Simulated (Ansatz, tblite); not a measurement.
Isomers of Si16Bi (doublet), found by a short tight-binding search and relaxed with r2SCAN-D4/def2-SVP in Ansatz.

In the def2 sets Bi takes a core potential; there is no spin–orbit coupling. The xTB rows come from tblite. Correlated methods freeze 84 core orbitals; core or outer-core shells of Bi are correlated, in sets that lack core-valence functions. Single mean-field runs in def2-TZVP are fitted with def2-universal-jkfit.

Run but left out: HF/def2-SVP, MP2/def2-SVP (B: ⟨S²⟩ 1.56, where a pure state has 0.75); HF/def2-SVP, MP2/def2-SVP (C: ⟨S²⟩ 1.65, where a pure state has 0.75); HF/def2-SVP, MP2/def2-SVP (D: ⟨S²⟩ 1.77, where a pure state has 0.75).

Other spin states weren't relaxed.

A:

```csv
atom,x (Å),y (Å),z (Å)
Bi1,-2.9057,-2.4382,-1.3241
Si2,-0.3144,0.6507,-2.6269
Si3,3.1773,-0.5328,-0.4924
Si4,1.7605,-2.6079,-0.7590
Si5,-0.5071,0.5962,2.4727
Si6,1.7408,0.5370,1.2512
Si7,0.5286,-1.4964,1.0939
Si8,-2.3221,0.3166,-1.2204
Si9,1.1404,2.3481,2.6878
Si10,-2.0496,-1.1412,0.8835
Si11,-2.2863,1.3156,0.9783
Si12,1.6224,1.2093,-1.1090
Si13,-0.4416,-1.3909,-1.1228
Si14,-0.9677,-1.7494,2.8909
Si15,1.6148,-0.8612,-2.4910
Si16,-0.1035,2.2767,0.5964
Si17,0.3134,2.9677,-1.7092
```

B:

```xyz
17

Bi    2.790   -1.963   -2.736
Si   -0.751   -0.827    1.687
Si    0.790    1.908   -0.247
Si   -2.400   -0.511   -0.720
Si   -2.806    1.579   -1.955
Si    1.838   -1.718   -0.245
Si   -0.276    3.193    1.351
Si   -1.860    1.795    0.211
Si   -0.468    1.095   -1.988
Si    0.301   -1.114   -2.243
Si    2.609    0.526    0.460
Si    0.749    1.158    2.151
Si   -0.425   -2.298   -0.179
Si    1.611   -1.174    2.188
Si   -2.949    0.062    1.526
Si    2.960    0.695    2.846
Si   -1.714   -2.406   -2.105
```

C:

Cartesian coordinates in Å:
```
Bi -0.932 -0.831 3.640
Si -1.956 -1.785 1.251
Si 2.421 -2.211 0.745
Si -0.348 1.369 2.149
Si 1.859 1.701 -0.253
Si 2.039 -0.517 -0.967
Si -0.183 0.870 -2.654
Si 1.949 1.569 2.089
Si -3.119 0.095 0.020
Si -0.080 2.770 -1.220
Si -0.675 0.241 -0.217
Si 1.395 -0.694 2.237
Si -1.849 2.233 0.543
Si 0.157 -2.084 0.231
Si -0.128 -1.668 -2.077
Si 1.580 -0.667 -3.329
Si -2.131 -0.389 -2.186
```

D:

```
atom   x (Å)   y (Å)   z (Å)
 Bi1   1.015  -1.089  -2.886
 Si2   2.186  -1.090   1.305
 Si3  -1.833  -1.602  -0.040
 Si4   0.446  -2.005  -0.389
 Si5   2.213   0.763  -1.309
 Si6   0.166   1.749  -1.882
 Si7  -2.498  -1.250   2.196
 Si8  -2.032   0.508  -1.266
 Si9  -3.577   0.344   0.807
Si10  -0.543   1.952   0.377
Si11  -0.345  -0.209   1.350
Si12   3.790   0.679   0.383
Si13  -1.171   0.623  -3.474
Si14   1.261   0.064   3.137
Si15   1.723   1.482   1.209
Si16   2.148  -3.309   0.520
Si17  -2.949   2.390  -0.039
```

Question: Estimate their order by electronic energy at PBE0-D4/def2-TZVP, counted from the lowest.

Answer: C (0.00) < A (0.22) < B (0.73) < D (2.32), in eV.

Question: Do the other levels pick the same lowest one?

Answer: Not LDA (SPW92)/def2-TZVP. Energies above each level's lowest (eV):

```
                level     A     B     C     D
             GFN2-xTB  2.85  1.55  0.00  0.86
LDA (SPW92)/def2-TZVP  0.00  0.78  0.05  2.23
      PBE-D4/def2-SVP  0.49  0.92  0.00  2.23
     PBE-D4/def2-TZVP  0.17  0.80  0.00  2.13
  r2SCAN-D4/def2-TZVP  0.01  0.46  0.00  2.04
     PBE0-D4/def2-SVP  0.58  0.86  0.00  2.43
    PBE0-D4/def2-TZVP  0.22  0.73  0.00  2.32
     RPA@PBE/def2-SVP  0.60  0.58  0.00  1.87
```
Point groups (tolerance 0.1 Å): A not assigned, B not assigned, C not assigned, D not assigned. Lower isomers may exist. From def2-SVP to def2-TZVP the PBE0 values move by up to 0.36 eV, so results in the small set are rough.
